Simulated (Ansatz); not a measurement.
Coupled-cluster diagnostics for n-SiSiSiSiH10 (Si4H10), Ansatz.

Geometry of the singlet (r2SCAN-D4/def2-SVP):

```xyz
14

Si    2.6648   -1.0434    0.7867
Si    1.0879    0.4041   -0.1741
Si   -1.0899   -0.4002    0.1829
Si   -2.6638    1.0405   -0.7934
H     2.5324   -2.4012    0.1736
H     2.4085   -1.1561    2.2559
H     4.0624   -0.5540    0.5774
H     1.3354    0.5263   -1.6464
H     1.2101    1.7687    0.4318
H    -1.3396   -0.5132    1.6560
H    -1.2106   -1.7689   -0.4147
H    -2.4106    1.1337   -2.2638
H    -4.0622    0.5586   -0.5738
H    -2.5249    2.4050   -0.1980
```

Correlated methods freeze 20 core orbitals. Another isomer (singlet) lies 0.06 eV lower at PBE0-D4/def2-TZVP; other spin states weren't run for this one.

Estimate the CCSD(T) correlation energy, the shares of MP2 and (T), T1 and the reference's ⟨S²⟩ for: charge 0, singlet, own geometry in def2-TZVP; and the rough time on 4 threads of Arm Neoverse V2 on a shared host.


```
                          state      basis  correlation (eV)  MP2 share (%)  (T) share (%)     T1  ⟨S²⟩ (pure)  wall time
charge 0, singlet, own geometry  def2-TZVP           -16.119           80.7            3.4  0.015  0.00 (0.00)       44 s
```
Customary marks for T1 are 0.02 (closed shells), 0.045 (open shells) and about 0.05 (3d metals). T1 stays under 0.02 throughout.
